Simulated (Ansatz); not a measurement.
A CCSD(T) single point on C$_{3}$H$_{9}$NZn, SMILES `[CH3][Zn][N](C)C`.

```yaml
crystal:
  periodic: [false, false, false]
  atoms:
    - {symbol: C, position_ang: [-1.422960, 2.348958, 1.253610]}
    - {symbol: Zn, position_ang: [-0.516010, 0.848931, 0.453905]}
    - {symbol: N, position_ang: [0.343390, -0.564596, -0.301967]}
    - {symbol: C, position_ang: [0.273718, -0.893294, -1.697957]}
    - {symbol: C, position_ang: [1.165881, -1.485443, 0.431081]}
    - {symbol: H, position_ang: [-0.755002, 2.893746, 1.924584]}
    - {symbol: H, position_ang: [-2.293271, 2.022574, 1.826756]}
    - {symbol: H, position_ang: [-1.765063, 3.044014, 0.483099]}
    - {symbol: H, position_ang: [-0.148874, -1.898236, -1.866876]}
    - {symbol: H, position_ang: [-0.353060, -0.183606, -2.245494]}
    - {symbol: H, position_ang: [1.268055, -0.884826, -2.175653]}
    - {symbol: H, position_ang: [0.787577, -2.519846, 0.368272]}
    - {symbol: H, position_ang: [2.202669, -1.505200, 0.054703]}
    - {symbol: H, position_ang: [1.212949, -1.223166, 1.491916]}
basis:
  gaussian: {orbitals: def2-SVP}
correlation: {method: ccsd_t, frozen_orbitals: {C: 1, H: 0, "N": 1, Zn: 9}}
```

```sh
$ ansatz run in.yaml --threads 2 --pin off --events-out ev --progress --plain --max-ram 32768MiB --backend cpu
```

Log, shortened:

```
Functional definition: HF
1345 factors; integrals over basis functions are off by at most 1.5e-3 eV
mean field evaluation 1: about -53077.4164 eV, gradient 3.7e1 eV
mean field evaluation 2: about -53077.5750 eV, gradient 3.7e1 eV
mean field evaluation 4: about -53081.1157 eV, gradient 4.8e0 eV
mean field evaluation 8: about -53081.1783 eV, gradient 1.2e-1 eV
mean field -53081.17831021 eV, -1950.6973231853 hartree, gradient 9.0e-7 eV, S^2 0.000000; 0 other end points of the search recorded, 0 dependent functions left out
13 core orbitals not correlated: weight in the atoms' cores, before any rotation towards them, 1.000 or more for the frozen orbitals, at most 0.000 for the correlated occupied ones
reference -53081.17831021 eV, -1950.6973231853 hartree; 19, 19 occupied and 100, 100 virtual orbitals, 1345 factors
second order -25.00441991 eV of doubles, -0.00000000 eV of singles
cycle   1  -25.03164817 eV  change   -2.7e-2 eV  update   1.2e-1
cycle   2  -25.70416339 eV  change   -6.7e-1 eV  update   4.0e-2
cycle   3  -25.87286944 eV  change   -1.7e-1 eV  update   2.0e-2
cycle   4  -25.87113500 eV  change    1.7e-3 eV  update   5.7e-3
cycle   5  -25.86725773 eV  change    3.9e-3 eV  update   2.6e-3
cycle   6  -25.86688815 eV  change    3.7e-4 eV  update   7.9e-4
cycle   7  -25.86639110 eV  change    5.0e-4 eV  update   2.5e-4
cycle   8  -25.86627154 eV  change    1.2e-4 eV  update   8.1e-5
cycle   9  -25.86627303 eV  change   -1.5e-6 eV  update   2.9e-5
perturbative correction -0.75225804 eV, -0.0276449731 hartree
Total energy: -53107.79684128 eV, -1951.6755361593 hartree
```

Hardware: 2 threads of a server CPU on a shared host. Wall time 31 s, peak host memory 0.92 GiB.

The correlation energy is -26.619 eV, 2.8 % of it from (T); the T1 diagnostic reads 0.0120.
